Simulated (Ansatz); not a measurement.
`O=CC(O)[SiH3]` and `O=CC[SiH3]` differ in one atom or group.

Ansatz, PBE0-D4/def2-TZVP geometries, multiplicity 1. Each molecule was computed in one conformer, which needn't be the lowest.

| property | `O=CC(O)[SiH3]` |
| --- | --- |
| ideal-gas entropy at 298 K and 1 bar (rigid rotor, harmonic PBE0-D4/def2-TZVP) / J/(mol·K) | 333 |
| LUMO energy (PBE0/def2-TZVPP) / eV | -1.18 |
| HOMO energy (ωB97M-V/def2-TZVPP) / eV | -10.12 |
| size of the dipole moment (PBE/def2-TZVPP) / D | 2.08 |
| HOMO–LUMO gap (B3LYP/def2-TZVPP) / eV | 6.15 |
| LUMO energy (B3LYP/def2-TZVPP) / eV | -1.45 |

Question: Give the same properties after the change, and the shifts. (Estimate.)

Answer: Computed: 
```csv
property,`O=CC[SiH3]`,shift
"ideal-gas entropy at 298 K and 1 bar (rigid rotor, harmonic PBE0-D4/def2-TZVP) / J/(mol·K)",318,-15
LUMO energy (PBE0/def2-TZVPP) / eV,-0.87,0.31
HOMO energy (ωB97M-V/def2-TZVPP) / eV,-10.11,0.01
size of the dipole moment (PBE/def2-TZVPP) / D,2.61,0.53
HOMO–LUMO gap (B3LYP/def2-TZVPP) / eV,6.32,0.17
LUMO energy (B3LYP/def2-TZVPP) / eV,-1.16,0.29
```

With PBE0 the HOMO rises by 0.12 eV and the LUMO rises by 0.31 eV, so the gap widens by about 0.19 eV. PBE moves the HOMO by 0.23 eV and ωB97M-V by 0.01 eV. The zero-point energy changes by -14.4 kJ/mol with -3 modes. Dipoles are sizes alone; their direction can turn.

B3LYP here is the variant with VWN-RPA as its local correlation; programs differ in this.
